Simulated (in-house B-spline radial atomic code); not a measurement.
Configurations of Au7+, with energies counted from [Xe] 4f14 (5d3/2)4. Method: Dirac-Hartree-Fock, average of each configuration as written, Fermi nucleus of rms radius 5.4371 fm. Calculated with an all-electron radial atomic-structure program (B-spline basis). Energies include first-order Breit, QED and recoil terms.

Occupations are held fixed; configurations that lie above the ionisation limit could autoionise.

| configuration | E - E(ref) (eV) | highest orbital | its <r> (bohr) |
| --- | --- | --- | --- |
| [Xe] 4f14 (5d3/2)2 (5d5/2)2 | 5.4156 | 5d5/2 | 1.279 |
| [Xe] 4f14 (5d3/2)1 (5d5/2)3 | 7.6069 | 5d5/2 | 1.277 |
| [Xe] 4f14 (5d5/2)4 | 9.4528 | 5d5/2 | 1.276 |
| [Xe] 4f14 (5d3/2)1 (5d5/2)2 7s1 | 67.754 | 7s1/2 | 3.354 |
| [Xe] 4f14 (5d3/2)3 (7p3/2)1 | 69.409 | 7p3/2 | 3.785 |
| [Xe] (4f5/2)6 (4f7/2)7 (5d5/2)4 (6p3/2)1 | 140.05 | 6p3/2 | 2.205 |

Q: Order these further configurations by energy, lowest first.
A. [Kr] 4d10 4f14 5s2 (5p1/2)1 (5p3/2)4 (5d3/2)4 (9g7/2)1
B. [Kr] 4d10 4f14 5s2 (5p1/2)1 (5p3/2)4 (5d3/2)3 (5d5/2)1 (7f5/2)1
C. [Kr] (4d3/2)4 (4d5/2)5 4f14 5s2 5p6 (5d3/2)4 (5f5/2)1
D. [Kr] (4d3/2)4 (4d5/2)5 4f14 5s2 5p6 (5d3/2)4 (9d3/2)1
E. [Kr] 4d10 4f14 5s2 (5p1/2)1 (5p3/2)4 (5d5/2)4 6s1

A: E (106.33 eV), B (167.33 eV), A (180.27 eV), C (396.86 eV), D (440.2 eV).

Q: How far above the reference does [Xe] (4f5/2)5 (4f7/2)8 (5d5/2)5 lie?

A: 103.42 eV; its least bound orbital is 5d5/2 with <r> = 1.249 bohr.
